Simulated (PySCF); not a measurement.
Species: C6HN3.
SMILES with atom numbers: `[N:1]#[C:2][CH:3]=[C:4]=[C:5]([C:6]#[N:7])[C:8]#[N:9]` (hydrogens: H10 on C3)

Computed by this run: PBE0-D3(BJ)/def2-SVP geometry optimisation, gas phase in PySCF; density fitting, grid level 2; the optimiser is geomeTRIC in internal coordinates, started from a GFN2-xTB structure.

Step 0: E = -10683.2060 eV
```
atom  x, y, z in Å  |  force x, y, z in eV/Å
N1      3.1764    1.7105    0.2006    1.190   1.379   0.660
C2      2.4841    0.8913   -0.1963   -0.807  -0.865  -0.394
C3      1.6443   -0.1311   -0.6982    0.279   0.094  -0.018
C4      0.3926   -0.2216   -0.3641   -0.054  -0.065  -0.033
C5     -0.8705   -0.2942   -0.0130   -0.228  -0.057   0.028
C6     -1.2949   -1.0476    1.1160    0.564   0.604  -0.927
N7     -1.6462   -1.6556    2.0178   -0.606  -1.035   1.545
C8     -1.8947    0.3607   -0.7510    1.027  -0.476   0.513
N9     -2.7241    0.8808   -1.3409   -1.427   0.888  -1.001
H10     2.1114   -0.8340   -1.3779    0.061  -0.466  -0.372
```

Step 1: E = -10683.2857 eV
```
atom  x, y, z in Å  |  force x, y, z in eV/Å
N1      3.2216    1.7290    0.2004    0.010  -0.005  -0.006
C2      2.5070    0.9061   -0.1916    0.030   0.036   0.018
C3      1.6441   -0.1170   -0.6870   -0.017  -0.100  -0.070
C4      0.3823   -0.2071   -0.3504   -0.005   0.014   0.010
C5     -0.8943   -0.3033   -0.0129    0.127   0.025  -0.019
C6     -1.2885   -1.0749    1.1335   -0.103   0.027  -0.035
N7     -1.6267   -1.6918    2.0527    0.029  -0.024   0.021
C8     -1.9045    0.3706   -0.7813   -0.066  -0.051   0.067
N9     -2.7326    0.9054   -1.3880    0.007   0.019  -0.032
H10     2.0701   -0.8576   -1.3823   -0.011   0.058   0.046
```

Task: Estimate the geometry and energy of step 2. (The exact step hangs on the optimiser's Hessian estimate; all steps are aligned on step 1, rigid shifts and turns removed.)

Result: E = -10683.2867 eV, largest force 0.079 eV/Å
```
atom  x, y, z in Å  |  force x, y, z in eV/Å
N1      3.2449    1.7254    0.1884    0.008  -0.009  -0.007
C2      2.5189    0.9088   -0.1955   -0.029   0.015   0.019
C3      1.6434   -0.1090   -0.6829   -0.008  -0.037  -0.024
C4      0.3821   -0.1987   -0.3433    0.009   0.029   0.055
C5     -0.8942   -0.2979   -0.0047    0.054  -0.010  -0.057
C6     -1.2991   -1.0769    1.1332   -0.025   0.015   0.003
N7     -1.6392   -1.7019    2.0463    0.019  -0.008   0.001
C8     -1.9081    0.3654   -0.7777   -0.046   0.000   0.030
N9     -2.7347    0.8935   -1.3925    0.011   0.005  -0.015
H10     2.0644   -0.8493   -1.3781    0.007   0.000  -0.004
```

The energy changes by -0.0010 eV. The first-order estimate −F·Δx gives -0.0020 eV and the mean of the old and new forces, exact on a quadratic surface, -0.0010 eV. The step makes an angle of 80° with the force vector and moves no atom by more than 0.026 Å.

The cost below is that of the whole optimisation. On one thread of an Arm Neoverse V1, shared host with 32 logical CPUs at a one-minute load of 26, this took 37 s and 0.69 GiB of memory at its peak.
